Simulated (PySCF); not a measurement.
# Electron correlation in Fe (iron, neutral)

[Ar] 3d8, high-spin 3F determinant (an excited configuration). Computed with PySCF 2.14 in x2c-TZVPPall with one added diffuse shell each of s, p, d, f type (7s6p5d3f1g, 80 functions), with the spin-free X2C one-electron Hamiltonian (Gaussian nucleus). Frozen: [Ar]; 8 electrons correlated.

| level | correlation energy (mhartree) |
| --- | --- |
| CCSD | -294.21 |
| (T) | -23.53 |
| CCSD(T) | -317.74 |

Diagnostics: T1 = 0.039, D1 = 0.0691, largest double amplitude 0.031.

T1 exceeds 0.03, a sign that the reference determinant is poor.

Cost of the coupled-cluster step: of the order of 40 core-seconds, for 8 correlated electrons.

Iterations:

```
CC2 = 0
CCSD nocc = (np.int64(5), np.int64(3)), nmo = (71, 71)
frozen orbitals [[0, 1, 2, 3, 4, 5, 6, 7, 8], [0, 1, 2, 3, 4, 5, 6, 7, 8]]
max_cycle = 100
direct = 0
conv_tol = 1e-08
conv_tol_normt = 1e-06
diis_space = 8
diis_start_cycle = 0
Init t2, MP2 energy = -0.343672410445266
Init E_corr(UCCSD) = -0.343672410452677
cycle = 1  E_corr(UCCSD) = -0.261693023726734  dE = 0.0819793867  norm(t1,t2) = 0.251248
cycle = 2  E_corr(UCCSD) = -0.312667675849756  dE = -0.0509746521  norm(t1,t2) = 0.253232
cycle = 3  E_corr(UCCSD) = -0.295619621049299  dE = 0.0170480548  norm(t1,t2) = 0.299232
cycle = 4  E_corr(UCCSD) = -0.293376693004516  dE = 0.00224292804  norm(t1,t2) = 0.0304751
cycle = 5  E_corr(UCCSD) = -0.292705095337948  dE = 0.000671597667  norm(t1,t2) = 0.0170094
cycle = 6  E_corr(UCCSD) = -0.293590992777876  dE = -0.00088589744  norm(t1,t2) = 0.0119118
cycle = 7  E_corr(UCCSD) = -0.294346100954247  dE = -0.000755108176  norm(t1,t2) = 0.00659487
cycle = 8  E_corr(UCCSD) = -0.294259052533525  dE = 8.70484207e-05  norm(t1,t2) = 0.002689
cycle = 9  E_corr(UCCSD) = -0.294174551919601  dE = 8.45006139e-05  norm(t1,t2) = 0.00163837
cycle = 10  E_corr(UCCSD) = -0.294204612865355  dE = -3.00609458e-05  norm(t1,t2) = 0.000825318
cycle = 11  E_corr(UCCSD) = -0.294213204499376  dE = -8.59163402e-06  norm(t1,t2) = 0.00044677
cycle = 12  E_corr(UCCSD) = -0.294215621700292  dE = -2.41720092e-06  norm(t1,t2) = 0.000323786
cycle = 13  E_corr(UCCSD) = -0.294209694321731  dE = 5.92737856e-06  norm(t1,t2) = 0.000151827
cycle = 14  E_corr(UCCSD) = -0.294211197107171  dE = -1.50278544e-06  norm(t1,t2) = 8.75452e-05
cycle = 15  E_corr(UCCSD) = -0.294210492991625  dE = 7.04115546e-07  norm(t1,t2) = 4.61324e-05
cycle = 16  E_corr(UCCSD) = -0.294210342751787  dE = 1.50239838e-07  norm(t1,t2) = 3.42223e-05
cycle = 17  E_corr(UCCSD) = -0.294210583173942  dE = -2.40422156e-07  norm(t1,t2) = 2.37962e-05
cycle = 18  E_corr(UCCSD) = -0.294210727831297  dE = -1.44657354e-07  norm(t1,t2) = 1.42371e-05
cycle = 19  E_corr(UCCSD) = -0.294210305011338  dE = 4.22819959e-07  norm(t1,t2) = 8.47426e-06
cycle = 20  E_corr(UCCSD) = -0.294210335576362  dE = -3.05650241e-08  norm(t1,t2) = 5.8665e-06
cycle = 21  E_corr(UCCSD) = -0.294210339467427  dE = -3.89106453e-09  norm(t1,t2) = 3.76169e-06
cycle = 22  E_corr(UCCSD) = -0.294210259769677  dE = 7.969775e-08  norm(t1,t2) = 2.25051e-06
cycle = 23  E_corr(UCCSD) = -0.29421024558428  dE = 1.41853961e-08  norm(t1,t2) = 1.22497e-06
cycle = 24  E_corr(UCCSD) = -0.294210245912961  dE = -3.28680583e-10  norm(t1,t2) = 6.45744e-07
UCCSD converged
E(UCCSD) = -1271.34423773182  E_corr = -0.294210245912961
UCCSD(T) correction = -0.023533692282264
```
